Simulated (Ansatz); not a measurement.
## Two structures, one formula

The two ends of one reaction step of Si$_{2}$NH$_{8}$F, closed shell (PBE0-D4/def2-TZVP).

A:

Si1  (-1.439, 0.915, -0.621)
Si2  (1.203, -1.605, 1.157)
H3  (-1.417, -0.562, -0.529)
H4  (-2.550, 1.446, -1.441)
N5  (0.026, 1.426, -1.302)
H6  (0.527, -0.490, 1.865)
F7  (-1.708, 1.443, 0.870)
H8  (2.385, -2.053, 1.936)
H9  (0.262, -2.736, 0.973)
H10  (1.660, -1.129, -0.177)
H11  (0.901, 0.991, -1.063)
H12  (0.152, 2.356, -1.666)
(Å)

B:

Si1  (-0.688, -0.210, -0.991)
Si2  (0.601, -1.399, 0.586)
H3  (-0.577, -0.934, -2.286)
H4  (-2.096, -0.252, -0.515)
N5  (-0.202, 1.417, -1.249)
H6  (0.085, 0.901, 1.968)
F7  (-0.202, 1.778, 1.850)
H8  (0.572, -0.711, 1.926)
H9  (0.100, -2.777, 0.845)
H10  (2.039, -1.468, 0.210)
H11  (0.556, 1.610, -1.884)
H12  (-0.187, 2.044, -0.458)
(Å)

Ansatz 0.2.0; basis: def2-TZVPP; cores frozen in the correlated methods. B3LYP uses VWN-RPA correlation.

**Question.** Which structure is lower at CCSD(T), and by how much? (Judge from chemistry; the value comes from the calculation.)

**Answer.** The calculation gives: A, by 1.595 eV (electronic energy, against the other). By their contacts, A is a complex of SiNH₄F ([NH2][SiH2][F]) + SiH₄ and B is a complex of Si₂NH₇ ([NH2][SiH2][SiH3]) + HF.

All methods give the same order:

```csv
method,E(B) − E(A) (eV)
SPW92,1.251
PBE-D4,1.289
BLYP-D4,1.514
r2SCAN-D4,1.521
B97M-V,1.549
PBE0-D4,1.379
B3LYP-D4,1.576
r2SCAN0-D4,1.551
BHLYP-D4,1.696
CAM-B3LYP-D4,1.667
wB97X-V,1.585
wB97M-V,1.631
B2PLYP,1.652
PBE-QIDH,1.531
RPA on PBE,1.628
HF,1.954
MP2,1.651
CCSD,1.645
CCSD(T),1.595
```

The T1 diagnostic stays at or below 0.012.

Labels in which every atom is bracketed show which atoms are joined, not bond orders.

For scale, one of the runs: CCSD(T)/def2-TZVPP, 258 basis functions, launched by `ansatz run in.yaml --threads 4 --pin off --events-out ev --progress --plain --max-ram 9574MiB`. Time: 2.8 min of wall clock on 4 CPU threads of an Intel Xeon; the host was shared. Peak host memory: 5.7 GiB.
